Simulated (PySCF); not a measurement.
C2H6Si, SMILES C[Si]C (connectivity only; charge and spin as stated), charge -1, multiplicity 2. Atoms are numbered in the order given.

```xyz
9

Si     0.0000     0.0000     0.8114
C     -1.4594     0.0000    -0.5362
H     -2.4582     0.0000    -0.0652
H     -1.4098    -0.8888    -1.1986
H     -1.4098     0.8888    -1.1986
C      1.4594     0.0000    -0.5362
H      1.4098     0.8888    -1.1986
H      1.4098    -0.8888    -1.1986
H      2.4582     0.0000    -0.0652
```
Charge -1, spin multiplicity 2.

The structure is a stationary point at B3LYP-D3(BJ)/def2-SVPD. The spin state was assumed, not searched. The isomer is the one that the SMILES or the coordinates give; other isomers of the formula were not compared.

Calculation: CAM-B3LYP/def2-TZVPD run with PySCF.

Mulliken values depend strongly on the basis, most of all with diffuse functions as here. ESP charges are fitted to the potential on shells at 1.4 to 2.0 van der Waals radii. Atomic charges (e):

```
atom  meta-Löwdin  ESP fit  Mulliken  Mulliken spin
----  -----------  -------  --------  -------------
Si1             ?    -1.12     -0.56           1.04
C2              ?     0.43     -0.84          -0.08
H3              ?    -0.12      0.24          -0.01
H4              ?    -0.13      0.19           0.03
H5              ?    -0.13      0.19           0.03
C6              ?     0.43     -0.84          -0.08
H7              ?    -0.13      0.19           0.03
H8              ?    -0.13      0.19           0.03
H9              ?    -0.12      0.24          -0.01
```

Question: Some entries are withheld; supply them. (An estimate is asked for; the answer gives what the named calculation found.)

Answer: 
- Si1, meta-Löwdin: -0.30
- C2, meta-Löwdin: -0.56
- H3, meta-Löwdin: 0.08
- H4, meta-Löwdin: 0.07
- H5, meta-Löwdin: 0.07
- C6, meta-Löwdin: -0.56
- H7, meta-Löwdin: 0.07
- H8, meta-Löwdin: 0.07
- H9, meta-Löwdin: 0.08
